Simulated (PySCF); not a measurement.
Ca (calcium, neutral) across methods

[Ar] 4s1 5s1, high-spin 3S determinant (an excited configuration). Calculation: PySCF 2.14, in dyall-av3z (25s18p5d4f, 132 functions); scalar relativity by spin-free X2C-1e.

```
 method  E (hartree)  mean ε 3p β (eV)  mean ε 4s α (eV)  mean ε 5s α (eV)  Σ⟨r²⟩ (bohr²)   ⟨S²⟩
    PBE     -680.110           -31.469            -6.277            -1.427          132.8  2.000
    UHF   -679.52304           -39.873            -8.572            -2.043          153.7  2.000
    LDA     -678.464           -31.508            -6.446            -1.415          132.1  2.000
   TPSS     -680.341           -31.802            -6.211            -1.367          134.4  2.000
   PBE0     -680.149           -33.849            -6.934            -1.638          136.0  2.000
 r2SCAN     -680.280           -32.358            -6.431            -1.368          137.0  2.000
r2SCAN0     -680.279           -34.409            -7.053            -1.571          137.6  2.000
```

The outer electron is Rydberg-like, and this basis confines it to a smaller radius and binds it less than a complete one would.
